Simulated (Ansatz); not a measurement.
A made-up structure of AlBH₃OF, singlet:

```xyz
7
angstrom
B -1.2797 0.8515 0.0796
Al 0.4440 -0.2938 -0.3378
O 0.8970 -0.5893 -1.9024
F 1.3756 -0.9179 0.9243
H -2.3620 0.3550 0.2015
H -1.2404 2.0411 0.2071
H 2.1280 -1.4213 0.8321
```

It is relaxed with PBE-D4/def2-SVP and then PBE0-D4/def2-TZVP (Ansatz 0.2.0). Atoms count as bonded within 1.22 times the sum of their covalent radii (H–H: 0.88 Å). The end point is not checked to be a true minimum.

**Question.** Does its bonding change? (Judge from chemistry; the calculation decides.)

**Answer.** By the calculation: Yes. Formed: O3–H7; broken: F4–H7.

Where it ends: The first stage lowers the energy by 4.42 eV in 23 steps. It ends as AlBH₃OF ([BH2][Al]([OH])[F]):
| atom | x (Å) | y (Å) | z (Å) |
| --- | --- | --- | --- |
| B1 | -1.2824 | 0.8536 | 0.1357 |
| Al2 | 0.4715 | -0.3158 | 0.2575 |
| O3 | 1.2549 | -0.8298 | -1.1472 |
| F4 | 1.0949 | -0.7373 | 1.7321 |
| H5 | -2.3741 | 0.3641 | 0.0995 |
| H6 | -1.2521 | 2.0498 | 0.1048 |
| H7 | 2.0497 | -1.3594 | -1.1778 |

Labels in which every atom is bracketed show which atoms are joined, not bond orders.

For scale, one of the runs: PBE0-D4/def2-TZVP relaxation, 148 basis functions, launched by `ansatz run in.yaml --threads 2 --pin off --events-out ev --progress --plain --max-ram 4352MiB`. Hardware: 2 CPU threads of an Arm Neoverse V2, shared host. Wall time about 18 s.
